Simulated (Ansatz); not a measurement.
Relaxation of C$_{2}$H$_{10}$BFSi$_{2}$ (16 atoms, charge 0, multiplicity 1), to a largest force component of 0.015 eV/Å in at most 40 steps.

These are results of RKS LDA/def2-SVP in Ansatz, not measurements.

```xyz
16
Properties=species:S:1:pos:R:3:forces:R:3
C -0.889 -0.948 1.330 -2.02 3.70 0.01
B -0.313 0.259 0.430 1.13 -1.91 0.48
C 1.185 0.201 -0.034 0.21 0.24 1.21
Si 1.555 -1.160 -1.269 -3.78 0.20 0.97
Si -1.384 1.808 -0.050 -0.41 0.00 -1.36
F -1.471 1.967 -1.712 0.03 0.02 1.09
H -0.320 -1.012 2.255 0.56 -0.43 0.60
H -0.876 -1.840 0.747 0.07 -1.57 -0.65
H -1.984 -0.648 1.623 1.42 -0.86 -0.34
H 1.515 1.162 -0.467 0.18 0.22 -0.24
H 1.851 0.024 0.888 -0.55 -0.07 -0.74
H 1.200 -2.463 -0.631 0.09 -0.29 0.05
H 2.833 -1.133 -1.727 3.25 0.04 -1.12
H 0.572 -0.945 -2.405 0.21 -0.12 -0.04
H -0.762 3.007 0.530 0.32 0.73 0.13
H -2.735 1.698 0.535 -0.70 0.08 -0.04
```

**Question.** Where does it end, and by what steps?

**Answer.** The forces met the threshold. The force dipped under the threshold on the way, but the program's further checks kept it going. After 34 steps the energy has fallen by 0.889 eV; H16 moved furthest, 1.82 Å.

```json
{"step": "0", "energy less start (eV)": "0.0000", "largest force component (eV/Å)": "3.777", "accepted": "yes"}
{"step": "2", "energy less start (eV)": "-0.6664", "largest force component (eV/Å)": "0.290", "accepted": "yes"}
{"step": "4", "energy less start (eV)": "-0.7276", "largest force component (eV/Å)": "0.249", "accepted": "yes"}
{"step": "6", "energy less start (eV)": "-0.7867", "largest force component (eV/Å)": "0.332", "accepted": "yes"}
{"step": "8", "energy less start (eV)": "-0.8310", "largest force component (eV/Å)": "0.253", "accepted": "yes"}
{"step": "10", "energy less start (eV)": "-0.8510", "largest force component (eV/Å)": "0.270", "accepted": "yes"}
{"step": "12", "energy less start (eV)": "-0.8614", "largest force component (eV/Å)": "0.119", "accepted": "yes"}
{"step": "14", "energy less start (eV)": "-0.8640", "largest force component (eV/Å)": "0.038", "accepted": "yes"}
{"step": "16", "energy less start (eV)": "-0.8664", "largest force component (eV/Å)": "0.071", "accepted": "yes"}
{"step": "18", "energy less start (eV)": "-0.8691", "largest force component (eV/Å)": "0.084", "accepted": "yes"}
{"step": "20", "energy less start (eV)": "-0.8723", "largest force component (eV/Å)": "0.072", "accepted": "yes"}
{"step": "22", "energy less start (eV)": "-0.8751", "largest force component (eV/Å)": "0.055", "accepted": "yes"}
{"step": "24", "energy less start (eV)": "-0.8733", "largest force component (eV/Å)": "0.425", "accepted": "no"}
{"step": "26", "energy less start (eV)": "-0.8818", "largest force component (eV/Å)": "0.149", "accepted": "yes"}
{"step": "28", "energy less start (eV)": "-0.8850", "largest force component (eV/Å)": "0.106", "accepted": "yes"}
{"step": "30", "energy less start (eV)": "-0.8874", "largest force component (eV/Å)": "0.110", "accepted": "yes"}
{"step": "32", "energy less start (eV)": "-0.8884", "largest force component (eV/Å)": "0.009", "accepted": "yes"}
{"step": "34", "energy less start (eV)": "-0.8885", "largest force component (eV/Å)": "0.010", "accepted": "yes"}
```

```xyz
16
Properties=species:S:1:pos:R:3
C -0.841 -0.890 1.559
B -0.195 0.156 0.603
C 1.318 0.226 0.336
Si 1.159 -0.868 -1.214
Si -1.205 1.520 -0.467
F -0.140 1.944 -1.654
H -0.179 -1.743 1.824
H -1.835 -1.270 1.241
H -1.027 -0.332 2.512
H 1.721 1.194 -0.024
H 1.992 -0.281 1.059
H 1.648 -2.259 -0.914
H 1.872 -0.281 -2.397
H -0.311 -0.995 -1.566
H -1.526 2.786 0.296
H -2.474 1.070 -1.150
```

The run took 52 s on 2 threads of AMD EPYC 9R14 (Zen 4), on a shared host, peak memory 0.2 GiB.
